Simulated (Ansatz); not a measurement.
Two isomers of C2H9BSn: A = `C[B](C)[SnH3]`, B = `B[CH2][SnH2][CH3]`.

Computed with Ansatz on PBE0-D4/def2-TZVP structures; ΔE is electronic, products minus reactants. CBS: MP2 limit from def2 TZ/QZ plus the TZ coupled-cluster correction, frozen cores. DFT in def2-TZVPP. B3LYP here is the variant with VWN-RPA as its local correlation; programs differ in this. def2 core potentials past Kr. For Sn outer-core shells are correlated without core-valence functions, which leaves a few kJ/mol of doubt a bond. Each species was taken in one conformer, which may not be the lowest.

Task: Which isomer does CCSD(T)/CBS put lower? Give the gap. (Estimate.)

Result: Ansatz gave: B, by 1.6 kJ/mol. So small a gap doesn't settle the order.

Task: Give E(B) − E(A) in kJ/mol with HF/def2-TZVPP, CCSD/def2-TZVPP, CCSD(T)/def2-TZVPP, B3LYP, MP2/def2-TZVPP, r2SCAN-D4, B2PLYP. (Best estimate.)

Result: The calculation gave: HF/def2-TZVPP 12.1, CCSD/def2-TZVPP 4.5, CCSD(T)/def2-TZVPP 1.4, B3LYP 11.6, MP2/def2-TZVPP -6.9, r2SCAN-D4 12.8, B2PLYP 4.8. The order is the other way round with HF/def2-TZVPP, CCSD/def2-TZVPP, CCSD(T)/def2-TZVPP, B3LYP, r2SCAN-D4, B2PLYP.

Largest T1 diagnostic: 0.012.

In def2-TZVPP, CCSD(T) changes the Hartree–Fock value by −10.8 kJ/mol (the triples alone add −3.1 kJ/mol) and MP2 by −19.1 kJ/mol.
